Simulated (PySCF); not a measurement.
# Bonding in `CCC[C@@H](C)C[S@@](C)=O`

Species: C7H16OS.
Numbering: `[CH3:1][CH2:2][CH2:3][C@@H:4]([CH3:5])[CH2:6][S@@:7]([CH3:8])=[O:9]` (hydrogens: H10, H11, H12 on C1; H13, H14 on C2; H15, H16 on C3; H17 on C4; H18, H19, H20 on C5; H21, H22 on C6; H23, H24, H25 on C8)

Structure used (GFN2-xTB), in Å, numbered top down from 1:
```
atom  x, y, z in Å
C1    -3.6041    0.9065   -0.3061
C2    -2.5139   -0.0446    0.1735
C3    -1.1304    0.4268   -0.2711
C4     0.0222   -0.4012    0.3111
C5     0.0106   -1.8417   -0.1925
C6     1.3567    0.2521   -0.0281
S7     2.7245   -0.6454    0.8570
C8     4.0041    0.6472    0.5169
O9     2.4131   -0.5370    2.2821
H10   -3.5977    0.9766   -1.3918
H11   -3.4498    1.9033    0.1017
H12   -4.5841    0.5556    0.0083
H13   -2.7141   -1.0403   -0.2247
H14   -2.5397   -0.1075    1.2633
H15   -1.0060    1.4672    0.0412
H16   -1.0749    0.4020   -1.3624
H17   -0.0687   -0.4115    1.4031
H18    0.1129   -1.8685   -1.2760
H19   -0.9148   -2.3395    0.0815
H20    0.8348   -2.3976    0.2501
H21    1.3748    1.2924    0.2930
H22    1.5767    0.1850   -1.0927
H23    4.9365    0.3072    0.9556
H24    3.7042    1.5815    0.9777
H25    4.1160    0.7557   -0.5553
```

Bond orders from the PBE0/pcSseg-1 density (PySCF). The structure is a single GFN2-xTB conformer in the gas phase; no vibrational or solvent corrections.

**Question.** Where do the orders between heavy atoms depart from those drawn in the SMILES?

**Answer.** The largest departure is 0.473, at S7–O9 (drawn double, 1.527). Drawn single, order below 0.88: C6–S7 (0.871). Drawn double or triple, more than 0.30 short of the drawn order: S7–O9 (1.527).

**Question.** Give the Mayer order of every bond between heavy atoms, beside its length.

**Answer.** 
```csv
bond,drawn as,length (Å),Mayer order
C1–C2,single,1.524,1.069
C2–C3,single,1.528,1.036
C3–C4,single,1.534,1.020
C4–C5,single,1.526,1.016
C4–C6,single,1.524,1.008
C6–S7,single,1.860,0.871
S7–C8,single,1.850,0.903
S7–O9,double,1.463,1.527
```

By pair of heavy elements: C–C: lowest C4–C6 (1.008, 1.524 Å), highest C1–C2 (1.069, 1.524 Å); in 1 of the 10 pairs the longer bond (by over 0.003 Å) has the higher order (by 0.02 or more). C–S: lowest C6–S7 (0.871, 1.860 Å), highest S7–C8 (0.903, 1.850 Å).

**Question.** And the bonds to hydrogen?

**Answer.** C–H: 0.92 to 0.97 (16 bonds).

**Question.** Sum the orders of all bonds at each heavy atom with more than one neighbour and set the sums beside the valence in the SMILES.

**Answer.** C1 3.969 (drawn 4), C2 3.998 (drawn 4), C3 3.950 (drawn 4), C4 3.967 (drawn 4), C5 3.898 (drawn 4), C6 3.739 (drawn 4), S7 3.301 (drawn 4), C8 3.747 (drawn 4). Orders between atoms that aren't bonded are not in these sums.

Mayer orders depend on the basis set.

These values come from a run that also computed NMR shieldings. On one thread of an Arm Neoverse V1, no GPU, on a shared host, this took 53 s of wall time.
